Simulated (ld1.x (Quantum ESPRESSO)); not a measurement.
Values are calculated unless marked as measured or tabulated.
# Hardness and transferability of assorted potentials

Generated with ld1.x 7.5 (TM, RRKJ, ultrasoft, PAW), atompaw 4.2 or ONCVPSP 4.0.1. The cutoff is in Ry: for ld1.x and atompaw files where the sum of valence levels is converged to 10 mRy in a Bessel basis, for ONCV files where the hardest occupied wave has 1 mHa per electron of residual kinetic energy. The error is the largest all-electron minus pseudo excitation energy over each file’s own four to seven test configurations (ionisations up to +4, promotions, holes and added fractions of an electron), all of which were solved. The labels leave out finer settings (local radius, basis sizes, second energies), which also bear on the numbers. Spin-polarised tests are not counted. The rows are a selection from randomly drawn settings: files with unsolved tests, undetermined cutoffs or missed reference levels are left out.

A true bound ghost makes a file unfit for plane-wave use even where its test errors are small: the radial tests pick states by their node count and pass the ghost by.

| element | potential | cutoff (Ry) | largest error (meV) | bound ghosts |
| --- | --- | --- | --- | --- |
| Li | RRKJ, PBE, non-relativistic, rc 3.00/4.20 (sp), local smoothed, core correction no, reference 2s1 2p0 | 6 | +5.1 | none |
| S | TM, LDA (PZ), non-relativistic, rc 1.00/1.50 (sp), local s, core correction yes, reference 3s1.5 3p4.5 | 80 | +361 | none |
| Ti | ultrasoft, PBE, scalar-relativistic, rc 2.75/1.60/1.40 (spd), local smoothed, core correction yes, reference 3p6 3d2 4s1.75 4p0.25 | 50 | -139 | none |
| Ni | RRKJ, PW91, scalar-relativistic, rc 1.55/3.75/1.15 (spd), local s, core correction yes, reference 3d8.5 4s1.5 4p0 | 140 | -706 | none |
| Ga | TM, PBEsol, scalar-relativistic, rc 1.64/1.56/1.50 (spd), local s, core correction yes, reference 4s2 4p1 | 35 | -192 | p, d |
| Te | ultrasoft, LDA (PZ), scalar-relativistic, rc 1.85/2.00/0.95 (spd), local smoothed, core correction yes, reference 4d10 5s2 5p4 | 140 | -92 | s |
| W | TM, PBE, scalar-relativistic, rc 2.80/3.50/1.50 (spd), local p, core correction no, reference 5d4 6s2 6p0 | 30 | -137 | none |

Problem. Fill in the row for Ce: TM semilocal, PBE, scalar-relativistic, rc 3.55/3.70/2.90 (spd), local s, core correction yes, reference 5d1 6s1.5 6p0.

Solution. cutoff 10 Ry, largest error -131 meV, bound ghosts: none.
